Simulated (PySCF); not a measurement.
Compound: C₅H₈F₃ (doublet state).
Structure used (GFN2-xTB), in Å, numbered top down from 1:
```
atom  x, y, z in Å
C1     1.5984    0.6907    0.5938
C2     1.3302   -0.7342    0.1332
C3     0.0533   -0.8171   -0.7402
C4    -1.1668   -0.5462    0.0276
C5    -1.9975    0.6518   -0.1706
F6    -1.6801    1.3623   -1.2606
F7    -1.9243    1.5238    0.8741
F8    -3.3148    0.3584   -0.2756
H9     0.7880    1.0536    1.2213
H10    1.6954    1.3577   -0.2598
H11    2.5223    0.7311    1.1662
H12    2.1702   -1.0952   -0.4619
H13    1.2149   -1.3909    0.9965
H14    0.0073   -1.8396   -1.1335
H15    0.1452   -0.1233   -1.5764
H16   -1.4495   -1.1738    0.8545
```

The hyperfine couplings belong to this conformer and change with its torsions.

As a line formula: `[CH](C(F)(F)F)CCC` [radical].

Method: UKS B3LYP, pcH-1 on C F H, non-relativistic, mean-field spin-orbit, GIAO (PySCF). One conformer (not necessarily the lowest) at the GFN2-xTB geometry, without solvent, vibrations or thermal averaging. Couplings are sensitive to structure, and on GFN2-xTB geometries they can be far from those on DFT ones. No stability test was run, so a lower SCF solution isn't excluded.

(1) The isotropic 13C couplings are +89.0, +63.9, -40.1, -32.2, -1.4 MHz. Assign them to C1; C2; C3; C4; C5.

Answers

(1) 
| site | a_iso (MHz) | ρ(0) (bohr⁻³) | position | distance from C4 (Å) | spin population | largest \|T\| (MHz) |
| --- | --- | --- | --- | --- | --- | --- |
| C1 | -1.4 | -0.0012 | 3 bonds from C4 | 3.08 | 0.00 | 1.2 |
| C2 | +63.9 | +0.0568 | 2 bonds from C4 | 2.51 | +0.05 | 12.1 |
| C3 | -32.2 | -0.0287 | 1 bond from C4 | 1.47 | -0.08 | 2.9 |
| C4 | +89.0 | +0.0792 | largest spin population | 0.00 | +1.00 | 160.6 |
| C5 | -40.1 | -0.0356 | 1 bond from C4 | 1.47 | -0.03 | 3.4 |

ρ(0) is the spin density at the nucleus and T the dipolar tensor; entries for several nuclei are means. Largest spin populations (Mulliken): C4 (+1.00) and C3 (-0.08). No atom but C4 exceeds +0.15. The positive populations add up to 1.15 and the negative ones to -0.15, together 2S = 1. The angles at C4 add up to 359.7°, so it is planar; its axial dipolar tensor and the negative coupling of its proton fit spin in a p orbital normal to that plane.

Examples of negative spin density at the nucleus (bohr⁻³): C5 (-0.0356), C3 (-0.0287) and H16 (-0.0138).

Means are taken over nuclei equivalent by connectivity, which assumes that they swap fast. The three 19F nuclei of mean +86.7 MHz run from -2.2 to 154.0 MHz in the frozen geometry. The 1H value of +56.3 MHz is a mean of couplings from 3.4 to 109.1 MHz in this one geometry, not an average over conformers. The 1H value of +0.7 MHz is a mean of couplings from -3.9 to 5.2 MHz in this one geometry, not an average over conformers.

On Arm Neoverse V1, one thread, shared host with 64 logical CPUs at a one-minute load of 53, this took 73 s of wall time (grids of density and orbitals included) and 0.96 GiB of memory at its peak.
